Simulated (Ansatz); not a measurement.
`C1=C[SiH2]C1`. Total charge 0; spin multiplicity 1.

```tsv
atom	x (Å)	y (Å)	z (Å)
C1	0.888	-0.525	0.464
C2	1.109	0.671	-0.106
Si3	-0.682	0.799	-0.561
C4	-0.582	-0.875	0.326
H5	1.625	-1.164	0.953
H6	2.054	1.194	-0.171
H7	-1.039	0.782	-2.007
H8	-1.494	1.865	0.090
H9	-1.108	-0.974	1.279
H10	-0.772	-1.773	-0.268
```

Question: Give the diagnostics of a CCSD(T)/def2-TZVPP run (frozen core, the Gaussian-basis code of Ansatz). (Estimate.)

Answer: The calculation gave: T1 = 0.0114, largest single amplitude 0.013, largest double 0.086, (T) share of the correlation energy 4.4 %, 9 CCSD cycles. The RHF solution is stable towards an unrestricted one. T1 lies under the customary mark of 0.02 for closed shells.
